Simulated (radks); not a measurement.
The silver ion Ag33+, configuration [Ne] 3s2 3p2.

Method: scalar-relativistic Kohn-Sham, exchange-only LDA, spin-polarised, spherical densities, point nucleus; open shells are filled with parallel spins first (spin-orbit coupling, left out, can overturn this in heavy ions); computed with a radial shooting solver on a logarithmic mesh with Libxc functionals.

Energy parts (hartree):
total: -4446.18178
kinetic: 4649.47465
electron-nucleus: -9654.78940
Hartree: 642.42245
exchange: -83.28949

Orbitals (lengths in bohr, moments of r in powers of bohr):
orbital  occ.  eigenvalue (hartree)  <1/r>
1s up       1             -997.4330  49.39
1s down     1             -997.2678  49.40
2s up       1             -201.6445  11.38
2s down     1             -201.4837  11.38
2p up       3             -188.2988  10.98
2p down     3             -188.1106  10.98
3s up       1             -78.36625  4.577
3s down     1             -77.80050  4.569
3p up       2             -74.14927  4.426
3p down     0             -73.58141  4.421

The highest occupied level is 3p up at -2017.7 eV. For comparison, the ionisation energy in NIST's Atomic Spectra Database is 2077 eV (semi-empirical). In exact Kohn-Sham theory the highest level is minus the ionisation energy, but local and semilocal functionals leave it too shallow, through self-interaction and a potential that decays too fast; potentials with the right tail come closer. The density falls to 0.001 e/bohr^3 at r = 0.88 bohr. Summed over all electrons, <r^2> = 0.6119 bohr^2, which gives a Langevin (diamagnetic) susceptibility term of -0.485 x 10^-6 cm^3/mol. Spin moment in Bohr magnetons: 2.
